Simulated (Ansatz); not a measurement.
`S[CH2][GaH2]`, relaxed with RKS PBE0-D4/def2-TZVP in Ansatz 0.2.0 from a GFN2-xTB geometry. The force threshold is 0.005 eV/Å; the program also tests the step.

Total charge 0; spin multiplicity 1.

Start:

```xyz
8

S    -1.366    0.661   -0.236
C     0.447    0.546   -0.740
Ga    0.472   -0.563    0.927
H    -1.714   -0.549   -0.688
H     0.819    1.569   -0.630
H     0.479    0.275   -1.795
H     0.011   -2.046    0.896
H     0.851    0.108    2.266
```

(1) How much energy does the relaxation release, and in how many steps? (Best estimate.)

(2) Which bonds change most? (Estimate.)

(3) Give the relaxed structure. (An estimate is asked.)

Answers

(1) Computed: 8.45 kJ/mol, in 6 steps.

(2) Computed: S1–C2 from 1.885 to 1.841 Å; C2–Ga3 from 2.003 to 1.974 Å; Ga3–H8 from 1.545 to 1.562 Å.

(3) Ansatz gave: 
```xyz
8

S    -1.404    0.730   -0.284
C     0.382    0.539   -0.688
Ga    0.515   -0.566    0.942
H    -1.812   -0.463   -0.748
H     0.807    1.539   -0.619
H     0.508    0.145   -1.693
H     0.135   -2.079    0.808
H     0.869    0.154    2.283
```
